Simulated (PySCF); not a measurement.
C3H12N2Si, SMILES CC(C)[SiH](N)N. Atoms are numbered in the order given.

```xyz
18

C     -1.6300    -0.9844     1.1943
C     -1.0828     0.2090     0.3977
C     -1.6993     0.2909    -1.0070
Si     0.8214     0.1232     0.3077
N      1.4973    -1.2146    -0.5835
N      1.3276     1.5639    -0.5394
H     -2.7394    -0.9626     1.2590
H     -1.2335    -1.0116     2.2304
H     -1.3482    -1.9442     0.7090
H     -1.3313     1.1453     0.9518
H     -1.4625    -0.6236    -1.5934
H     -2.8072     0.3735    -0.9667
H     -1.3073     1.1549    -1.5804
H      1.3413    -0.0896     1.7153
H      1.6444    -2.1076    -0.1095
H      1.2362    -1.3551    -1.5624
H      0.8776     2.4531    -0.3081
H      2.3280     1.7044    -0.7028
```

Geometry: PBE-D3(BJ)/def2-SVP. This is a generated structure with no PubChem entry under its InChIKey; it may be hypothetical. Other conformers were not sampled.

The numbers are results of PBE-D3(BJ)/def2-SVP (PySCF), not measurements.

Frequencies are harmonic and unscaled.

| mode | ν (cm⁻¹) | IR (km/mol) | moving atoms (share of kinetic energy) |
|---|---|---|---|
| 1 | 55 | 0.0 | C 38 %, H 31 %, N 30 % |
| 2 | 132 | 1.0 | N 42 %, H 33 %, C 18 % |
| 3 | 169 | 0.9 | C 37 %, H 31 %, N 28 % |
| 4 | 209 | 1.6 | H 49 %, N 34 %, C 10 % |
| 5 | 224 | 1.9 | H 94 % |
| 6 | 235 | 5.3 | H 92 % |
| 7 | 256 | 11.2 | H 93 % |
| 8 | 300 | 14.3 | H 40 %, C 35 %, Si 16 %, N 10 % |
| 9 | 331 | 108.9 | H 79 %, N 16 % |
| 10 | 357 | 4.0 | H 39 %, C 27 %, Si 26 %, N 9 % |
| 11 | 385 | 88.5 | H 72 %, N 17 %, C 9 % |
| 12 | 421 | 66.0 | H 42 %, C 29 %, Si 15 %, N 13 % |
| 13 | 433 | 133.2 | H 64 %, N 18 %, C 14 % |
| 14 | 581 | 10.3 | C 47 %, H 31 %, Si 16 % |
| 15 | 717 | 21.1 | H 85 %, N 12 % |
| 16 | 748 | 14.7 | H 86 %, N 13 % |
| 17 | 777 | 16.5 | N 49 %, H 35 %, Si 15 % |
| 18 | 847 | 46.1 | H 38 %, N 36 %, Si 25 % |
| 19 | 861 | 178.4 | H 63 %, Si 21 %, N 13 % |
| 20 | 883 | 32.5 | C 54 %, H 41 % |
| 21 | 890 | 10.4 | H 87 %, C 12 % |
| 22 | 902 | 122.7 | H 65 %, Si 18 %, N 13 % |
| 23 | 949 | 1.3 | H 74 %, C 26 % |
| 24 | 982 | 50.6 | H 76 %, C 14 %, Si 8 % |
| 25 | 1087 | 4.9 | C 66 %, H 34 % |
| 26 | 1140 | 0.7 | H 51 %, C 49 % |
| 27 | 1205 | 2.2 | H 55 %, C 44 % |
| 28 | 1269 | 0.2 | H 72 %, C 28 % |
| 29 | 1328 | 1.8 | H 78 %, C 22 % |
| 30 | 1347 | 1.8 | H 80 %, C 20 % |
| 31 | 1406 | 0.5 | H 97 % |
| 32 | 1416 | 3.2 | H 96 % |
| 33 | 1423 | 10.7 | H 97 % |
| 34 | 1431 | 7.5 | H 96 % |
| 35 | 1483 | 66.0 | H 89 %, N 11 % |
| 36 | 1488 | 24.5 | H 90 %, N 10 % |
| 37 | 2095 | 201.3 | H 97 % |
| 38 | 2937 | 20.7 | H 92 % |
| 39 | 2946 | 33.0 | H 97 % |
| 40 | 2948 | 42.7 | H 97 % |
| 41 | 3021 | 27.3 | H 91 %, C 9 % |
| 42 | 3023 | 30.5 | H 91 %, C 9 % |
| 43 | 3043 | 20.9 | H 91 %, C 9 % |
| 44 | 3054 | 17.5 | H 91 %, C 9 % |
| 45 | 3484 | 13.4 | H 96 % |
| 46 | 3494 | 14.6 | H 96 % |
| 47 | 3581 | 13.8 | H 91 %, N 9 % |
| 48 | 3596 | 17.8 | H 91 %, N 9 % |
